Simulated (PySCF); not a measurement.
Atoms are numbered as in `[CH3:1][S:2][SiH2:3][CH2:4][F:5]`; H(Xn) means a hydrogen on atom n.

Geometry: PBE0-D3(BJ)/def2-SVP; GIAO shifts from PySCF 2.14, gas phase, non-relativistic, averaged over equivalent atoms.

At PBE0/aug-cc-pVDZ (186 basis functions, 18 s wall time on 1 thread of an Arm Neoverse V1, shared host):
```json
{"atoms": "C4", "δ (ppm)": "71.1"}
{"atoms": "C1", "δ (ppm)": "14.9"}
{"atoms": "S2", "δ (ppm)": "-202.3"}
{"atoms": "Si3", "δ (ppm)": "-27.2"}
{"atoms": "F5", "δ (ppm)": "-276.0"}
{"atoms": "H(Si3)", "δ (ppm)": "5.05"}
{"atoms": "H(C4)", "δ (ppm)": "4.81"}
{"atoms": "H(C1)", "δ (ppm)": "2.12"}
```

Scale: TMS for ¹³C (σ = 195.12 ppm), ²⁹Si (σ = 416.72 ppm), ¹H (σ = 31.39 ppm); ³³S (σ = 557.74 ppm) vs CS2; ¹⁹F (σ = 194.15 ppm) vs CFCl3 (reference shieldings calculated alike).

Problem. What do these become at BHandHLYP/pcSseg-2?

Solution. 
```tsv
atoms	δ at BHandHLYP/pcSseg-2	change
C4	74.7	+3.6
C1	13.3	-1.6
S2	-213.1	-10.8
Si3	-25.7	+1.5
F5	-278.0	-2.0
H(Si3)	4.62	-0.43
H(C4)	4.50	-0.31
H(C1)	2.07	-0.05
```

References, each an isolated molecule treated in the same way: ¹³C (σref 184.26) and ²⁹Si (σref 345.75) and ¹H (σref 31.45) vs TMS; ³³S (σref 500.42) against CS2; ¹⁹F (σref 202.02) vs CFCl3.

The largest change is at S2 (sulfur bonded to C, Si). Cost: 292 basis functions, 36 s wall time on 1 thread of an Arm Neoverse V1, shared host.

Unscaled 19F shifts against computed CFCl3 carry errors that often reach 10 to 50 ppm.
